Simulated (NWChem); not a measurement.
Species: Si₂H₆O₃; SMILES O[SiH2]O[SiH2]O

```xyz
11

O     -1.5557     0.1073    -1.1238
Si    -1.5781     0.0369     0.5466
O     -0.0428    -0.3959     1.1083
Si     1.4620     0.0371     0.5284
O      1.3914     0.2116    -1.1571
H     -0.7068     0.4660    -1.4602
H     -1.9301     1.3578     1.1742
H     -2.5503    -1.0255     0.9457
H      2.4330    -1.0369     0.9157
H      1.8592     1.3887     1.0298
H      1.4385    -0.6291    -1.6478
```
Atoms are numbered in this order, from 1.

Computed with NWChem. Pople sets run with spherical d functions. Coordinates come from a PBE-D3(BJ)/def2-SVP optimisation. B3LYP is NWChem's, with the RPA form of VWN correlation. Atomic charges in e: unrestrained fits to the electrostatic potential beside Mulliken populations; buried atoms are poorly determined by the fit.

For level B3LYP/def2-SVP:

ESP O1: -0.71
Mulliken O1: -0.42
ESP Si2: 0.99
Mulliken Si2: 0.78
ESP O3: -0.64
Mulliken O3: -0.58
ESP Si4: 0.94
Mulliken Si4: 0.77
ESP O5: -0.70
Mulliken O5: -0.43

Q: What are these values for level Hartree-Fock/6-31G*?

A: 
- ESP O1: -0.83
- Mulliken O1: -0.93
- ESP Si2: 1.16
- Mulliken Si2: 1.25
- ESP O3: -0.75
- Mulliken O3: -0.93
- ESP Si4: 1.10
- Mulliken Si4: 1.23
- ESP O5: -0.81
- Mulliken O5: -0.93
